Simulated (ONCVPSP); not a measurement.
# Building the ONCV potential for Al (PBE, scalar-relativistic).

ONCVPSP 4.0.1 input, shortened (lines: element, Z, core and valence counts, functional; n l f; lmax; l rc ep ncon nbas qcut; lloc lpopt rc5 dvloc0; l nproj debl; icmod fcfact rcfact), PBE, scalar-relativistic:

```
  Al 13.00    3    2        4      upf
    1    0    2.00
    2    0    2.00
    2    1    6.00
    3    0    2.00
    3    1    1.00
    2
    0    1.65    0.00    4    9    3.30
    1    2.70    0.00    3    6    3.30
    2    2.05    0.24    3    8    3.90
    4    5    1.55    3.00
    0    2    1.70
    1    2    0.70
    2    1    1.60
    2    0.55    0.95
```

All-electron outer shells of the reference configuration (PBE, scalar-relativistic, ld1.x):

| shell | level (eV) | outermost node (bohr) | outermost maximum (bohr) |
| --- | --- | --- | --- |
| 2s | -108.17 | 0.16 | 0.50 |
| 2p | -69.64 | – | 0.43 |
| 3s | -7.75 | 0.80 | 2.09 |
| 3p | -2.71 | 0.82 | 2.64 |

Results:

| Quantity | Value |
| --- | --- |
| Cutoffs needed | 5.4 Ha and 13 Ha (the cutoffs (Ha) at which the residual kinetic energy of the hardest occupied pseudo-wave falls to 1 and 0.1 mHa per electron) The cutoffs count occupied waves only; projector 2 of the s channel, the hardest unoccupied one, needs 93 Ha at the loose tolerance. |
| Ghost test | no bound ghost flagged; no localised positive-energy state flagged |
| Largest excitation error | +27 meV (all-electron minus pseudo) for 3s1 3p0, out of 4 test configurations |
| rms error of d²Exc/dni dnj | 1.77 mHa without and 1.24 mHa with the model core |

Generation and tests took about 3.5 s on one core of a shared server CPU.
